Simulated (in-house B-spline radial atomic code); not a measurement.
Er II (Er+) is squeezed into an impenetrable sphere of radius R (the orbitals vanish at R). No spin polarisation. Level of theory: scalar-relativistic (X2C) PBE, spherical fractional occupations, Fermi nucleus of rms radius 5.2516 fm; calculated with a radial B-spline atomic code at the basis-set limit.

Energies in eV above the free ion in [Xe] 4f12 6s1:

```tsv
R (bohr)	highest level (eV)	[Xe] 4f12 6s1	[Kr] 4d10 4f12 5s2 5p5 6s1 6d1	[Kr] 4d10 4f13 5s2 5p5 6s1
8.55	-8.95	0.04482	35.52	24.32
5.63	-7.18	1.378	43.84	25.71
5.29	-6.43	2.033	46.67	26.4
4.26	-1.35	7.002	63.36	31.66
3.42	11.6	22.7	101.1	48.11
3.19	18.7	32.82	121.5	58.56
2.69	46.7	80.16	203.6	106.7
2.32	89.6	170.3	339	196.5
1.97	170	377.8	620.3	399.9
1.4	552	1767	2286	1734
```

Does [Kr] 4d10 4f12 5s2 5p5 6s1 6d1 fall below [Xe] 4f12 6s1 under compression?

No, it stays above over the whole range.

Does [Kr] 4d10 4f13 5s2 5p5 6s1 fall below [Xe] 4f12 6s1 under compression?

Yes, between R = 1.97 and 1.4 bohr the order changes (near 1.74 bohr by linear interpolation).

The highest level is first positive in the row R = 3.42 bohr, pushed up by confinement above the zero of the free ion's potential. Each configuration is held fixed and needn't be the lowest in the sphere.
